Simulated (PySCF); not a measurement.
# Peak assignment

Atom-mapped SMILES (the numbers label the heavy atoms): `[CH3:1]/[N:2]=[CH:3]\[CH2:4][CH2:5][B:6]([F:7])[F:8]` (H(Xn): hydrogen on atom n).

- shieldings: GIAO KT2/pcSseg-1
- J: B3LYP/pcJ-1 (spin–dipole term only in couplings to heteroatoms)
- geometry: PBE0-D3(BJ)/def2-SVP
- code: PySCF 2.14.0 with density-fitted response routines
- non-relativistic, one conformer, isolated molecule, equivalent nuclei averaged

Referencing at the same level of theory: 13C (σ = 183.22 ppm), 1H (σ = 31.18 ppm) vs TMS.

Q: Assign these signals to the numbered atoms. 13C{1H} NMR (computed): δ 163.9 (CH), 39.0 (CH3), 23.8 (CH2, t, J = 2.4 Hz), 10.2 (CH2, t, J = 29.9 Hz).

A: 
```tsv
δ (ppm)	atoms	environment	reason
163.9	C3	C=N carbon	–
39.0	C1	methyl carbon bonded to N	deshielded by the electronegative neighbour
23.8	C4	sp3 CH2	aliphatic region, no heteroatom directly attached
10.2	C5	sp3 CH2 bonded to B	–
```

Q: Assign these signals to the numbered atoms. 1H NMR (400 MHz, computed): δ 7.39 (tqt, J = 4.0, 3.1, 1.0 Hz, 1H), 3.20 (q, J = 2.7 Hz, 3H), 1.92 (tdq, J = 8.6, 4.0, 2.5 Hz, 2H), 1.15 (tt, J = 8.6, 3.5 Hz, 2H).

A: 
| δ (ppm) | atoms | environment | reason |
| --- | --- | --- | --- |
| 7.39 | H(C3) | hydrogen on a C=N carbon | – |
| 3.20 | H(C1) | hydrogen on a methyl carbon bonded to N | its carbon carries N, which withdraws density |
| 1.92 | H(C4) | hydrogen on an sp3 CH2 | – |
| 1.15 | H(C5) | hydrogen on an sp3 CH2 bonded to B | – |

A carbon bonded to boron is broadened by the quadrupolar boron nucleus and is often missing from a measured spectrum. C–F couplings over four or more bonds (about 3 Hz to the para carbon of a fluoroarene) are left out. Multiplet labels drop couplings under 1 Hz and merge nearly equal ones. Unscaled 3J(H,H) at this level run about 10 % above measured values. Shifts are as computed. Against solution values, carbons near 30 ppm lie about +2 ppm off and those near 130 ppm about -5 ppm. Of 1309 compounds with measured shifts, 239 miss one by over three times the rms of a fit or turn the order of signals round; such compounds aren't used in these exercises. Couplings across =CH–CH2 type bonds come from one rotamer and its mirror image, and can be 1–2 Hz further off. Across freely rotating sp3–sp3 bonds, 3J(H,H) is taken as (2 J gauche + J anti)/3 from the one conformer, which assumes equal rotamer populations. Vicinal couplings across rotatable single bonds and in flexible rings belong to the one computed conformer; a conformer average would change them.
